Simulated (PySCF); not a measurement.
Electron correlation in C (carbon, neutral)

[He] 2s2 2p2, high-spin 3P determinant. All numbers are calculated (PySCF 2.14, no relativity, point nucleus, in cc-pVDZ). Frozen: 1s2; 4 electrons correlated.

MP2 pair energies summed by pair of shells (mhartree):

| pair | energy | share (%) |
| --- | --- | --- |
| 2s-2p | -30.35 | 58.6 |
| 2s-2s | -15.89 | 30.7 |
| 2p-2p | -5.53 | 10.7 |

Total MP2 correlation energy: -51.77 mhartree.

Same-spin part -9.33 and opposite-spin part -42.44 mhartree; SCS-MP2 scales them by 1/3 and 6/5 to -54.03 mhartree.

| level | correlation energy (mhartree) |
| --- | --- |
| CCSD | -72.91 |
| (T) | -0.93 |
| CCSD(T) | -73.84 |

Diagnostics: T1 = 0.0066, D1 = 0.0131, largest double amplitude 0.123.

Cost of the coupled-cluster step: 0.08 s of wall time on 1 thread of Neoverse-V2 (shared host), for 4 correlated electrons.
